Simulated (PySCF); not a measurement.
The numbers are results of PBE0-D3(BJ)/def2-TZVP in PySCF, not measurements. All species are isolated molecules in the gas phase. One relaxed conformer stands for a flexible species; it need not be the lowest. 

Reference species (SMILES): `B(B)=C=B` (neutral, multiplicity 1).

```
Quantity          Value
-------------  --------
HOMO–LUMO gap   4.11 eV
LUMO           -3.34 eV
```

Changed species: `B1C2BB21`.

Problem. What does the change do to the HOMO–LUMO gap and LUMO?

Solution. the HOMO–LUMO gap goes up by 1.93 eV, to 6.04 eV; the LUMO rises by 1.52 eV, to -1.82 eV.
